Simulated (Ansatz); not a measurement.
`C[SiH2][SbH][SH]` + `CN[SiH3]` → `C[SiH2]N(C)[SiH3]` + `[SH][SbH2]` at 298.15 K and 1 bar (cleavage of the Si–Sb bond).

Computed with Ansatz on PBE0-D4/def2-TZVP structures; ΔE is electronic, products minus reactants. CBS: MP2 limit from def2 TZ/QZ plus the TZ coupled-cluster correction, frozen cores. Elements past krypton have def2 core potentials. For Sb outer-core shells are correlated without core-valence functions, which leaves a few kJ/mol of doubt a bond. One conformer a species, not always the lowest.

| species | CCSD(T)/CBS energy (Eh) | H − E (kJ/mol) | S (J/(mol·K)) |
| --- | --- | --- | --- |
| `C[SiH2][SbH][SH]` | -969.16540 | 208.7 | 387.3 |
| `CN[SiH3]` | -386.04948 | 224.3 | 300.3 |
| `C[SiH2]N(C)[SiH3]` | -715.62877 | 350.7 | 398.9 |
| `[SH][SbH2]` | -639.59431 | 73.5 | 292.6 |

H − E and S are ideal-gas, rigid-rotor, harmonic terms from PBE0-D4/def2-TZVP, for one conformer and one mirror image of each species. 1 Eh = 2625.50 kJ/mol, R = 8.31446 J/(mol·K).

By hand: ΔE, ΔH, ΔS and ΔG.

ΔE = (-715.62877) + (-639.59431) − (-969.16540) − (-386.04948) = -0.00820 Eh = -21.5 kJ/mol. Δ(H − E) = 350.7 + 73.5 − 208.7 − 224.3 = -8.8, so ΔH = -30.3 kJ/mol. ΔS = 398.9 + 292.6 − 387.3 − 300.3 = 3.9 J/(mol·K). ΔG = -30.3 − 298.15 × (3.9)/1000 = -31.5 kJ/mol.

By hand: the equilibrium constant, and the temperature at which ΔG would vanish if ΔH and ΔS stayed fixed.

log₁₀ K = −ΔG/(RT ln 10) = 5.5. ΔH and −TΔS have one sign here, so there is no such temperature. One of them is within its doubt of zero, so this could turn.

The number of gas molecules stays the same, so ΔS is small and ΔH decides. A doubt of 5 kJ/mol in ΔE shifts log₁₀ K by 0.9 here. Other conformers and mirror images would add mixing entropy, several J/(mol·K) or more a flexible species. Modes under 60 cm⁻¹, often nearly free rotors, make the harmonic entropy too high. These are equilibria of isolated gas molecules and say nothing of rates. Largest T1 diagnostic: 0.013 (customary marks: 0.02 for closed shells, 0.045 for open ones).
